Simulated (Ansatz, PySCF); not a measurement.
The pair A = AlH3 (SMILES [AlH3]) (first 4 atoms), B = C2H3N (SMILES CC#N); geometry from B3LYP-D3(BJ)/def2-TZVP.
(charge 0, multiplicity 1):
```xyz
10

Al    -0.0353     0.1532    -0.4098
H     -1.4953    -0.2202    -0.9285
H      1.1463    -0.8622    -0.7449
H      0.3328     1.7000    -0.3011
C     -0.5807    -0.7972     4.0847
C     -0.4101    -0.5000     2.6786
N     -0.2748    -0.2651     1.5675
H     -0.1345    -1.7657     4.3128
H     -0.0947    -0.0276     4.6850
H     -1.6431    -0.8252     4.3287
```

Cores are frozen in the correlated methods. CBS: X⁻³ extrapolation of the correlation energy, Hartree–Fock from the larger set. MP2 and its Hartree–Fock in aug-cc-pV(T+d)Z are density fitted.

Run with Ansatz (Gaussian orbitals); PySCF for the dispersion terms. Values without a source in brackets are computed.

The monomers are drawn apart, rigid, along the line of their centres of mass. Counterpoise-corrected interaction energies (kcal/mol):

| level | R = 4.186 Å | R = 5.000 Å |
|---|---|---|
| PBE/def2-TZVPPD | -12.5987 | -5.1065 |
| PBE-D3(BJ)/def2-TZVPPD | -13.3873 | -5.5277 |
| wB97M-V/def2-TZVPPD | -13.3937 | -5.4821 |
| MP2/CBS(aug-cc-pV(D+d)Z, aug-cc-pV(T+d)Z) + ΔCCSD(T)/aug-cc-pV(D+d)Z | -13.1791 | -5.5053 |

**Question.** R is the distance of the centres of mass. Find the local exponent m of E ∝ R⁻ᵐ between the two points.

**Answer.** 
m = ln(E₁/E₂)/ln(R₂/R₁): PBE/def2-TZVPPD 5.1; PBE-D3(BJ)/def2-TZVPPD 5.0; wB97M-V/def2-TZVPPD 5.0; MP2/CBS(aug-cc-pV(D+d)Z, aug-cc-pV(T+d)Z) + ΔCCSD(T)/aug-cc-pV(D+d)Z 4.9. For scale, two fixed dipoles give m = 3, dipole and quadrupole 4, quadrupoles 5, and dispersion or dipole-induced dipole 6 at long range; at these distances several terms mix, and what is left of overlap and damping shifts m, so it need not match one of them.

Ansatz is a quantum-chemistry and plane-wave program.
